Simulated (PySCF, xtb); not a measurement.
H2PbS, SMILES [SH][PbH] (connectivity only; charge and spin as stated), neutral, multiplicity 1.

GFN2-xTB in xtb 6.7.1 at its own geometry gives an orbital gap of 2.66 eV and a dipole moment of 5.91 D.

Geometry: PBE0-D3(BJ)/def2-TZVP. The def2 effective core potentials stand for the cores of Pb; spin–orbit coupling is left out.

What does PBE0/def2-TZVPD run with PySCF give? (The exact figures need the calculation; the answer reports its results.)

gap 4.33 eV (levels -6.98 and -2.64 eV), dipole 2.79 D.
